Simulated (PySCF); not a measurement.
This PySCF input asks for the NMR shieldings of `C(C[Si@@H]1[Si@H](CC=C)[SiH2][SiH2]1)C`, C6H18Si4; the geometry comes from PBE0-D3(BJ)/def2-SVP.

```python
import basis_set_exchange as bse
import numpy as np
from pyscf import gto, dft
from pyscf.prop import nmr

atoms = """
C     3.626176    2.114540    0.558634
C     2.962966    1.565310    1.580302
C     1.507556    1.241969    1.592160
Si    1.223107   -0.630985    1.342898
Si    1.800100   -1.308458   -0.852066
Si   -0.485910   -1.777572   -1.291186
Si   -1.052644   -1.181836    0.936085
C    -2.238856    0.292260    1.064842
C    -3.639618    0.019882    0.519257
C    -4.563468    1.225437    0.608682
H     4.703525    2.290303    0.606658
H     3.113726    2.408394   -0.363313
H     3.525103    1.280381    2.478944
H     0.975205    1.771369    0.784894
H     1.035104    1.529592    2.546846
H     1.906220   -1.394244    2.437462
H     2.368190   -0.208484   -1.696421
H     2.699711   -2.501462   -0.947390
H    -0.778954   -3.192753   -1.683525
H    -1.090137   -0.867033   -2.319119
H    -1.566465   -2.340883    1.737963
H    -1.779424    1.141544    0.528177
H    -2.289980    0.596746    2.125748
H    -3.563977   -0.309737   -0.532164
H    -4.086388   -0.829812    1.064375
H    -4.159093    2.078971    0.041032
H    -4.689805    1.554161    1.652788
H    -5.563121    1.000221    0.206228
"""
names = dict.fromkeys(["C", "Si", "H"], "pcSseg-1")
basis = {el: gto.basis.parse(bse.get_basis(n, elements=[el], fmt="nwchem")) for el, n in names.items()}
mol = gto.M(atom=atoms, basis=basis, charge=0, verbose=0)
mf = dft.RKS(mol, xc="PBE")
mf.grids.level = 2
mf.grids.alignment = dft.numint.BLKSIZE   # the property module wants whole blocks of grid points
mf.conv_tol = 1e-9
mf.kernel()

calc = nmr.RKS(mf)   # GIAO
sigma = calc.kernel()   # uncoupled for a functional without exact exchange
for i, s in enumerate(sigma):   # ppm
    w = np.linalg.eigvalsh((s + s.T) / 2)
    print("%2d %-2s iso %8.1f  s11 %8.1f  s22 %8.1f  s33 %8.1f" % (i, mol.atom_pure_symbol(i), w.mean(), *w))
```

Problem. What are the results?

Solution. 
```
 0 C  iso     60.6  s11    -43.0  s22     77.0  s33    147.8
 1 C  iso     38.8  s11    -76.7  s22     42.9  s33    150.1
 2 C  iso    157.3  s11    139.0  s22    148.4  s33    184.4
 3 Si iso    374.6  s11    312.8  s22    398.2  s33    412.7
 4 Si iso    430.6  s11    395.4  s22    421.1  s33    475.4
 5 Si iso    434.5  s11    403.4  s22    423.0  s33    477.0
 6 Si iso    376.8  s11    314.5  s22    399.3  s33    416.6
 7 C  iso    163.2  s11    148.2  s22    156.3  s33    185.2
 8 C  iso    154.2  s11    142.1  s22    152.7  s33    167.8
 9 C  iso    159.2  s11    144.1  s22    151.2  s33    182.4
10 H  iso     26.1  s11     23.3  s22     25.1  s33     29.7
11 H  iso     26.0  s11     22.1  s22     25.5  s33     30.3
12 H  iso     25.3  s11     22.9  s22     24.8  s33     28.3
13 H  iso     29.4  s11     25.5  s22     30.0  s33     32.7
14 H  iso     29.1  s11     24.4  s22     28.8  s33     34.3
15 H  iso     26.5  s11     23.8  s22     24.7  s33     30.9
16 H  iso     27.1  s11     23.5  s22     25.8  s33     31.8
17 H  iso     27.1  s11     23.7  s22     24.9  s33     32.9
18 H  iso     27.1  s11     23.6  s22     24.9  s33     32.7
19 H  iso     27.1  s11     23.7  s22     25.8  s33     31.9
20 H  iso     26.5  s11     23.7  s22     25.2  s33     30.7
21 H  iso     30.4  s11     25.5  s22     31.0  s33     34.7
22 H  iso     30.3  s11     25.3  s22     30.6  s33     35.0
23 H  iso     29.8  s11     24.1  s22     31.6  s33     33.8
24 H  iso     29.9  s11     24.3  s22     30.6  s33     34.9
25 H  iso     30.3  s11     26.3  s22     29.0  s33     35.5
26 H  iso     30.2  s11     26.4  s22     28.4  s33     35.9
27 H  iso     29.8  s11     25.2  s22     27.0  s33     37.3
```

These numbers come from an equivalent density-fitted implementation of the same equations, which agrees with the script to about 0.01 ppm for H and up to a few tenths of a ppm for heavy atoms, so last digits may differ.

Problem. Turn these shieldings into chemical shifts. Referencing at the same level of theory: $^{13}$C (σref 180.03) and $^{29}$Si (σref 334.61) and $^{1}$H (σref 31.20) vs TMS.

Solution. Averaging equivalent atoms: C 1: 141.3; C 0: 119.4; C 8: 25.8; C 2: 22.8; C 9: 20.8; C 7: 16.8; Si 3: -40.0; Si 6: -42.2; Si 4: -96.0; Si 5: -99.9; H 12: 5.85; H 11: 5.22; H 10: 5.14; H 15: 4.72; H 20: 4.66; H 16: 4.14; H 18: 4.14; H 19: 4.06; H 17: 4.06; H 14: 2.07; H 13: 1.78; H 23: 1.37; H 24: 1.27; H 25/26/27: 1.08; H 22: 0.87; H 21: 0.78 ppm. 

Size and cost of the density-fitted run: 288 basis functions, 2.1 min wall time on 1 thread of an Arm Neoverse V1, shared host; peak memory 1.2 GiB.
